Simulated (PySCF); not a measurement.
## Ag(OH)₂: double against triple zeta

Base calculation in PySCF with density fitting and no spin–orbit coupling, PBE/def2-SVP (scalar-relativistic core potentials): doublet, C2h, Ag–O 1.974 Å (×2), O–H 0.981 Å (×2); Ag–O–H 110.1° (×2), O–Ag–O 180.0°; wavenumbers 97, 165, 476, 480, 587, 699, 741, 3654, 3659 cm⁻¹; polar-tensor charge of Ag 0.24 e, atomisation energy (no zero-point energy) 1381 kJ/mol.

Q: What changes on going to PBE/def2-TZVP (scalar-relativistic core potentials)?

A: The point group stays the same. Changes: mean bond to Ag -0.007 Å, highest wavenumber +5 cm⁻¹, lowest wavenumber +9 cm⁻¹, polar-tensor charge of Ag +0.12 e, atomisation energy (no zero-point energy) -3 kJ/mol. The new structure has Ag–O 1.967 Å (×2), O–H 0.977 Å (×2); Ag–O–H 110.8° (×2), O–Ag–O 180.0°, with wavenumbers 106, 166, 472, 483, 582, 713, 743, 3660, 3664 cm⁻¹. The larger basis shortens the bonds, as added polarisation functions usually do.

Open d or f shells are single determinants, so the state found may not be the ground state. Only the bonding shown was studied: isomers, or loss of a ligand pair, can lie lower.
